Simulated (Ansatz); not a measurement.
A nudged elastic band was laid between two geometries of Cl3H6HfNOSi (13 atoms, charge 0, multiplicity 1).

Level of theory: RKS PBE/def2-SVP (Ansatz).

| Item | Value |
| --- | --- |
| movable images | 7 |
| climbing image | yes |
| spring | 5.0 eV/Å² |
| optimiser | quadratic models (default) |
| start path | through a guess of the saddle point |
| force threshold | 0.03 eV/Å |
| iteration limit | 60 |
| end points | relaxed |

Image 0:

```xyz
13
Properties=species:S:1:pos:R:3
Hf 0.146 -0.050 0.137
N -0.071 0.126 2.207
H -1.007 0.239 2.621
H 0.568 0.725 2.748
Cl 2.368 0.179 -0.653
Cl -0.727 2.067 -0.482
Cl -1.454 -1.409 -0.998
O 0.790 -2.069 1.132
Si 0.758 -3.769 0.895
H 1.227 -3.989 -0.506
H 1.691 -4.395 1.890
H -0.632 -4.294 1.101
H 0.531 -1.627 2.001
```

Image 8:

```xyz
13
Properties=species:S:1:pos:R:3
Hf 0.034 -0.458 -0.021
N 0.458 0.212 2.294
H 0.003 1.103 2.538
H 1.464 0.332 2.481
Cl 1.973 0.905 -0.369
Cl -2.096 0.509 0.489
Cl -0.380 -1.081 -2.279
O 0.364 -2.223 0.723
Si 0.527 -3.899 0.793
H 1.514 -4.361 -0.241
H 1.026 -4.269 2.164
H -0.807 -4.547 0.558
H 0.108 -0.488 2.964
```

(1) What changes between the two ends?

(2) Give the energies along the band, and the barrier.

(3) What is the geometry of the highest image?

The band took 27 iterations and of the order of 40 core-minutes.

## Answers

(1) Bonds broken: O8–H13. Bonds formed: N2–H13.

(2) The run converged. The highest image is number 1 of 0 to 8, 0.5 kJ/mol above the first end and 129.8 kJ/mol above the last; the last end lies 129.3 kJ/mol below the first. Beside the main top the profile has a ripple of under 15 meV (maxima at images 1, 7), which may be a very shallow well or noise. The top lies less than 8 meV above the higher end, about what the thresholds resolve: that end is a shoulder or a very shallow well. A vibrational analysis at the climbing image gives one clearly imaginary mode, 114i cm⁻¹: a first-order saddle point. The orbitals stay closed-shell, which can raise the energy where a bond breaks towards radicals; this wasn't checked here.

| image | path coordinate (Å) | energy (kJ/mol) | O8–H13 (Å) | N2–H13 (Å) |
| --- | --- | --- | --- | --- |
| 0 | 0.00 | 0.0 | 1.01 | 1.87 |
| 1 | 0.41 | 0.5 | 1.06 | 1.61 |
| 2 | 1.37 | -88.5 | 1.95 | 1.04 |
| 3 | 2.33 | -105.0 | 2.40 | 1.03 |
| 4 | 3.28 | -117.9 | 2.60 | 1.03 |
| 5 | 4.24 | -127.9 | 2.81 | 1.03 |
| 6 | 5.21 | -129.3 | 2.85 | 1.03 |
| 7 | 6.18 | -128.5 | 2.75 | 1.03 |
| 8 | 7.14 | -129.3 | 2.85 | 1.03 |

(3) 
```xyz
13
Properties=species:S:1:pos:R:3
Hf 0.158 -0.073 0.088
N -0.036 0.021 2.211
H -0.973 0.152 2.619
H 0.597 0.642 2.734
Cl 2.359 0.183 -0.736
Cl -0.722 2.092 -0.320
Cl -1.417 -1.330 -1.175
O 0.703 -2.051 1.097
Si 0.751 -3.752 0.939
H 1.255 -4.041 -0.439
H 1.686 -4.297 1.980
H -0.621 -4.326 1.141
H 0.448 -1.488 1.956
```

Run time: 12 min on 4 threads of Arm Neoverse V1, on a shared host, peak memory 0.28 GiB.
